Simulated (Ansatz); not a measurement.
Frontier orbitals of C₂H₄FIn (`[F][In]1[CH2][CH2]1`).

```xyz
8

F    -1.183    0.281   -3.131
In   -0.503    0.117   -1.336
C     0.479   -0.763    0.317
C    -0.108    0.676    0.665
H     1.564   -0.837    0.331
H     0.029   -1.593    0.856
H     0.633    1.437    0.897
H    -0.910    0.683    1.400
```

Total charge 0; spin multiplicity 1. Correlated methods include outer-core shells of In, which these sets cover unevenly. In: def2 effective core potential. All single points use the PBE0-D4/def2-TZVP geometry. Basis def2-TZVPP, Ansatz 0.2.0.

```csv
functional,HOMO (eV),LUMO (eV),gap (eV)
PBE,-4.50,-2.90,1.60
PBE0,-5.50,-2.03,3.47
r2SCAN0,-5.61,-1.92,3.69
HSE06 (plane-wave form),-5.10,-2.40,2.70
BHLYP,-6.40,-1.21,5.19
CAM-B3LYP,-6.79,-1.10,5.69
ωB97M-V,-7.62,-0.18,7.44
HF,-7.66,0.99,8.65
```

A quarter of exact exchange (PBE0) shifts PBE's HOMO by −1.00 eV and its LUMO by +0.87 eV; full exchange at long range (ωB97M-V) shifts them by −3.13 and +2.73 eV. The gap opens from 1.59 to 7.44 eV, since occupied levels lose self-interaction and empty ones feel all the electrons.
